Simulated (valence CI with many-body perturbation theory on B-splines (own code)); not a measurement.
## E1 line list for Sn XVIII

Calculated by relativistic CI+MBPT: five valence electrons over a frozen Dirac-Fock core [Ar] 3d10, a basis of 11 s, 11 p, 10 d, 8 f, 5 g, 2 h functions for each j, with the one-electron correlation potential Σ1, the two-electron term Σ2, the three-electron term Σ3, Breit, model QED; selected CI, second order for the rest, scaled by the run's own slope (own B-spline code, finite nucleus).

No measured spectrum was set against this ion. As an estimate, levels hold to about 250 cm⁻¹ or 0.2 % of their energy and the worst to 1 %, as in measured heavy ions of charge 2 to 7; those with d or f electrons hold less well. Among the levels kept, up to 2100 cm⁻¹ of a level comes from second order outside the variational space, and about a tenth of that is noise between levels of different J, which matters for small intervals.

Lines 1 to 50 of 557 in falling wavelength, among levels below 1432300 cm⁻¹, chosen from the strongest by gf and those to the six lowest levels. Wavelengths and rates use the calculated energies, so an error of 1000 cm⁻¹ moves a line at 378.4 Å by 0.38 % and its rate by three times that or more. Electric multipoles are in the length gauge, E1 and E2 with the static RPA response of the core. Weak lines are less certain than strong ones. Lines between different terms over intervals too small for the method are left out, as are lines whose strength nearly cancels.

Names give the largest LS component (configuration and term), which can be under half, so a name can repeat, a term be missing and a line seem to break the LS rules; names also repeat where a configuration has a term twice. Letters in brackets count levels of one name in rising energy.

```
λ vac (Å)                  Upper                  Lower   A (s⁻¹)  S (a.u.) with core polarisation  S without
    378.4          4s 4p4 4P_3/2        4s2 4p3 2P°_3/2  2.04e+08                         2.18e-02   2.38e-02
    370.8          4s 4p4 4P_1/2        4s2 4p3 2P°_3/2  8.29e+07                         4.17e-03   4.54e-03
    319.5          4s 4p4 4P_5/2        4s2 4p3 2D°_5/2  7.30e+08                         7.05e-02   7.70e-02
    311.8     4s 4p3 4d 4G°_11/2      4s2 4p2 4d 2G_9/2  1.54e+09                         2.77e-01   3.04e-01
    300.0          4s 4p4 4P_5/2        4s2 4p3 2D°_3/2  1.74e+09                         1.39e-01   1.52e-01
    299.5          4s 4p4 4P_1/2        4s2 4p3 2P°_1/2  1.58e+09                         4.18e-02   4.56e-02
    299.5            4p5 2P°_3/2          4s 4p4 2P_3/2  4.54e+09                         2.41e-01   2.63e-01
    295.3          4s 4p4 2D_5/2        4s2 4p3 2P°_3/2  2.36e+09                         1.80e-01   1.97e-01
    279.8          4s 4p4 4P_3/2        4s2 4p3 2D°_5/2  9.81e+08                         4.25e-02   4.63e-02
    264.8          4s 4p4 4P_3/2        4s2 4p3 2D°_3/2  7.38e+07                         2.70e-03   2.94e-03
    264.7          4s 4p4 2P_1/2        4s2 4p3 2P°_3/2  4.58e+08                         8.39e-03   9.16e-03
    262.3            4p5 2P°_3/2          4s 4p4 2D_5/2  1.16e+10                         4.13e-01   4.51e-01
    261.9          4s 4p4 2D_3/2        4s2 4p3 2P°_1/2  4.25e+08                         1.51e-02   1.65e-02
    261.1          4s 4p4 4P_1/2        4s2 4p3 2D°_3/2  4.10e+08                         7.20e-03   7.86e-03
    259.0          4s 4p4 2P_3/2        4s2 4p3 2P°_3/2  2.48e+09                         8.51e-02   9.30e-02
    250.5          4s 4p4 4P_5/2        4s2 4p3 4S°_3/2  3.96e+09                         1.85e-01   2.01e-01
    250.3      4s 4p3 4d 4G°_9/2      4s2 4p2 4d 4F_7/2  4.64e+09                         3.59e-01   3.93e-01
    249.1  4s 4p3 4d 4F°_3/2 [a]      4s2 4p2 4d 4F_3/2  4.91e+09                         1.50e-01   1.63e-01
    248.5            4p5 2P°_3/2          4s 4p4 2D_3/2  5.59e+09                         1.69e-01   1.85e-01
    247.8     4s 4p3 4d 4G°_11/2      4s2 4p2 4d 4F_9/2  5.55e+09                         5.00e-01   5.48e-01
    247.4      4s 4p3 4d 4F°_9/2  4s2 4p2 4d 2F_7/2 [a]  3.45e+09                         2.58e-01   2.82e-01
    247.3      4s2 4p2 4d 4F_3/2        4s2 4p3 2P°_3/2  4.17e+08                         1.25e-02   1.36e-02
    244.0            4p5 2P°_1/2          4s 4p4 2P_3/2  1.28e+10                         1.84e-01   2.01e-01
    243.8      4s 4p3 4d 4F°_9/2      4s2 4p2 4d 4F_7/2  1.90e+09                         1.36e-01   1.48e-01
    243.6          4s 4p4 2D_3/2        4s2 4p3 2D°_5/2  8.02e+08                         2.29e-02   2.49e-02
    242.0  4s 4p3 4d 2G°_9/2 [a]      4s2 4p2 4d 4F_9/2  2.92e+09                         2.04e-01   2.23e-01
    239.2  4s 4p3 4d 2F°_7/2 [a]      4s2 4p2 4d 4P_5/2  5.47e+09                         2.96e-01   3.24e-01
    236.6  4s 4p3 4d 2G°_9/2 [b]      4s2 4p2 4d 2G_7/2  1.98e+09                         1.30e-01   1.41e-01
    235.5      4s2 4p2 4d 4F_5/2        4s2 4p3 2P°_3/2  3.77e+07                         1.46e-03   1.58e-03
    235.2      4s 4p3 4d 4S°_3/2      4s2 4p2 4d 4P_5/2  7.21e+09                         1.85e-01   2.02e-01
    233.5  4s 4p3 4d 4F°_7/2 [a]      4s2 4p2 4d 4F_5/2  2.44e+09                         1.23e-01   1.34e-01
    232.9  4s 4p3 4d 2G°_9/2 [a]  4s2 4p2 4d 2F_7/2 [a]  2.66e+09                         1.66e-01   1.82e-01
    232.3  4s 4p3 4d 2F°_7/2 [d]  4s2 4p2 4d 2F_7/2 [c]  9.39e+09                         4.65e-01   5.08e-01
    232.1          4s 4p4 2D_3/2        4s2 4p3 2D°_3/2  1.47e+10                         3.64e-01   3.96e-01
    231.8  4s 4p3 4d 2G°_7/2 [a]      4s2 4p2 4d 2F_5/2  2.81e+09                         1.38e-01   1.51e-01
    231.6          4s 4p4 2D_5/2        4s2 4p3 2D°_5/2  1.08e+10                         3.97e-01   4.33e-01
    230.6  4s 4p3 4d 2F°_7/2 [b]      4s2 4p2 4d 2G_7/2  3.78e+09                         1.83e-01   2.00e-01
    229.9  4s 4p3 4d 4F°_7/2 [b]      4s2 4p2 4d 4F_5/2  7.09e+09                         3.40e-01   3.72e-01
    229.4  4s 4p3 4d 2G°_9/2 [c]      4s2 4p2 4d 2G_9/2  1.68e+10                         9.99e-01   1.09e+00
    228.5      4s 4p3 4d 4G°_5/2      4s2 4p2 4d 4F_3/2  4.17e+09                         1.47e-01   1.61e-01
    227.3  4s 4p3 4d 2D°_3/2 [a]      4s2 4p2 4d 4D_5/2  5.71e+09                         1.32e-01   1.44e-01
    226.2          4s 4p4 2P_1/2        4s2 4p3 2P°_1/2  1.43e+10                         1.63e-01   1.78e-01
    225.5          4s 4p4 4P_3/2        4s2 4p3 4S°_3/2  1.26e+10                         2.84e-01   3.10e-01
    224.6  4s 4p3 4d 2D°_3/2 [e]  4s2 4p2 4d 2D_3/2 [b]  7.27e+09                         1.63e-01   1.78e-01
    224.5  4s 4p3 4d 4F°_5/2 [a]      4s2 4p2 4d 4F_3/2  4.87e+09                         1.63e-01   1.78e-01
    223.7  4s 4p3 4d 2D°_5/2 [e]  4s2 4p2 4d 2D_5/2 [b]  6.27e+09                         2.08e-01   2.27e-01
    223.6  4s 4p3 4d 2G°_9/2 [c]  4s2 4p2 4d 2F_7/2 [b]  6.29e+09                         3.47e-01   3.80e-01
    223.6  4s 4p3 4d 2F°_5/2 [b]  4s2 4p2 4d 2D_5/2 [a]  5.18e+09                         1.72e-01   1.87e-01
    223.4  4s 4p3 4d 4D°_7/2 [c]      4s2 4p2 4d 4D_5/2  6.46e+09                         2.84e-01   3.11e-01
    222.9  4s 4p3 4d 2G°_7/2 [b]      4s2 4p2 4d 2G_7/2  1.06e+10                         4.65e-01   5.08e-01
```
